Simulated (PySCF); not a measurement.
A side-by-side comparison of computed properties.

First species: C5H7FO2Si.
Atom-mapped SMILES: `[O:1]=[C:2]1[CH2:3][C:4]([SiH2:5][F:6])=[CH:7][CH2:8][O:9]1` (hydrogens: H10, H11 on C3; H12, H13 on Si5; H14 on C7; H15, H16 on C8)

Cartesian coordinates in Å at the GFN2-xTB level; atoms count from 1:
```xyz
16
C5H7FO2Si angstrom
O     -1.1380   -2.7277   -0.6552
C     -1.0931   -1.5800   -0.3098
C     -0.0330   -1.0209    0.6248
C      0.4830    0.2801    0.0757
Si     2.3389    0.5964    0.0451
F      2.8621    0.2529    1.5300
C     -0.4469    1.1133   -0.3853
C     -1.8743    0.6638   -0.3548
O     -1.9944   -0.6982   -0.7549
H     -0.5142   -0.8409    1.5928
H      0.7497   -1.7649    0.7647
H      2.6287    2.0049   -0.1642
H      3.0346   -0.3427   -0.8200
H     -0.2214    2.0753   -0.8130
H     -2.5032    1.2249   -1.0479
H     -2.2861    0.7726    0.6605
```

Second species: C₃H₁₁PSi.
SMILES with atom numbers: `[CH3:1][Si:2]([CH3:3])([CH3:4])[PH2:5]` (hydrogens: H6, H7, H8 on C1; H9, H10, H11 on C3; H12, H13, H14 on C4; H15, H16 on P5)

Cartesian coordinates in Å at the GFN2-xTB level; atoms count from 1:
```
atom  x, y, z in Å
C1    -0.8156   -1.0094    1.2446
Si2    0.0101    0.0491   -0.1223
C3     0.0475    1.8790    0.4222
C4     1.7843   -0.5780   -0.4475
P5    -1.0970   -0.0404   -2.1000
H6    -1.8349   -0.6829    1.4308
H7    -0.2707   -0.9386    2.1810
H8    -0.8534   -2.0577    0.9627
H9    -0.9507    2.2486    0.6382
H10    0.4673    2.5049   -0.3594
H11    0.6507    2.0120    1.3147
H12    2.4049   -0.4822    0.4379
H13    1.7896   -1.6226   -0.7448
H14    2.2529   -0.0081   -1.2446
H15   -2.3474    0.1513   -1.5395
H16   -1.2449   -1.4162   -2.0853
```

Levels: PBE0/def2-SVPD for dipole moment, HOMO energy, LUMO energy, HOMO–LUMO gap, static isotropic polarisability and electronic spatial extent ⟨r²⟩ about the centre of nuclear charge; TDDFT PBE0/def2-SVPD for lowest singlet excitation; TDA PBE0/def2-SVPD for lowest triplet excitation (Tamm–Dancoff); GFN2-xTB for rotational constant A and rotational constant C. Geometries: GFN2-xTB. All species are isolated and taken at one optimised geometry, non-relativistic unless stated; the electronic structure was computed with PySCF and density fitting.

Dipoles, sizes and rotational constants follow the conformer. The torsions of the flexible species, by atom-mapped SMILES:
- `[O:1]=[C:2]1[CH2:3][C:4]([SiH2:5][F:6])=[CH:7][CH2:8][O:9]1`: C3–C4–Si5–F6 -50°
- `[CH3:1][Si:2]([CH3:3])([CH3:4])[PH2:5]`: H–P5–Si2–C1 46°, H–P5–Si2–C1 -46°

Question: Which of the two has the higher ⟨r²⟩, and by how much?

Answer: The first: 1567 bohr² against 852 bohr², a difference of 715 bohr².

Question: Which has the higher rotational constant A?

Answer: The second: 2.986 GHz against 2.660 GHz, a difference of 0.326 GHz.

Question: Which of the two has the higher rotational constant C, and by how much?

Answer: The second: 1.946 GHz against 0.699 GHz, a difference of 1.247 GHz.

Question: Which has the higher T1 energy?

Answer: The second: 5.68 eV against 3.95 eV, a difference of 1.73 eV.

Question: Which has the higher HOMO energy?

Answer: The second: -7.08 eV against -7.73 eV, a difference of 0.65 eV.

Question: Which has the higher HOMO–LUMO gap?

Answer: The second: 7.44 eV against 6.40 eV, a difference of 1.04 eV.

Question: Which has the higher dipole moment?

Answer: The first: 4.43 D against 1.39 D, a difference of 3.04 D.

Question: Which has the higher S1 energy?

Answer: The second: 6.41 eV against 5.34 eV, a difference of 1.07 eV.

On the first: S1 lies 1.06 eV below the HOMO–LUMO gap; its leading configuration is HOMO→LUMO, weight 0.80. The vertical singlet–triplet gap S1 − T1 is 1.39 eV (TDDFT singlet less Tamm–Dancoff triplet; S1: HOMO→LUMO, weight 0.80; T1: HOMO→LUMO, weight 0.53, beside HOMO−1→LUMO, weight 0.35).

On the second: The principal polarisabilities are 87.4, 88.1 and 101.2 au; their mean is the isotropic value. No computed singlet falls in the visible range (750 to 380 nm, 1.65 to 3.26 eV); S1 lies 3.15 eV above its blue end.
